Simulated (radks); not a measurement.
Species: Er+. Configuration: [Xe] 4f12 6s1. Method: Dirac Kohn-Sham, PBE, spin-unpolarised, spherical densities, finite nucleus; open shells fill j = l - 1/2 first; Fermi nuclear charge, rms radius 5.2516 fm; computed with a radial shooting solver on a logarithmic mesh with Libxc functionals. Some entries of the table are withheld. Estimate them.

orbital,occ.,eigenvalue (eV),<r> (bohr),r(max) (bohr)
1s1/2,2,-57300.42,0.02037,0.01286
2s1/2,2,-9626.414,0.08590,0.07342
2p1/2,2,-9170.278,0.07147,0.05512
2p3/2,4,-8253.423,0.07875,0.06134
3s1/2,2,-2161.783,0.2249,0.2074
3p1/2,2,-1961.389,0.2146,0.1950
3p3/2,4,-1768.820,0.2283,0.2080
3d3/2,4,(1),0.2012,(2)
3d5/2,6,(3),0.2055,(4)
4s1/2,2,-431.5941,0.5081,0.4743
4p1/2,2,-351.4735,0.5172,0.4765
4p3/2,4,-308.1589,0.5486,0.5042
4d3/2,4,-176.2358,0.5774,0.5070
4d5/2,6,-168.3662,0.5886,0.5159
5s1/2,2,-58.3763,1.254,1.114
5p1/2,2,-36.8203,1.417,1.217
5p3/2,4,-31.4672,1.529,1.305
4f5/2,6,-10.2558,0.8167,0.5068
4f7/2,6,-9.1736,0.8384,0.5123
6s1/2,1,-9.0547,3.631,3.151

Answer. 
(1) 3d3/2 eigenvalue (eV): -1425.743
(2) 3d3/2 r(max) (bohr): 0.1642
(3) 3d5/2 eigenvalue (eV): -1383.656
(4) 3d5/2 r(max) (bohr): 0.1679
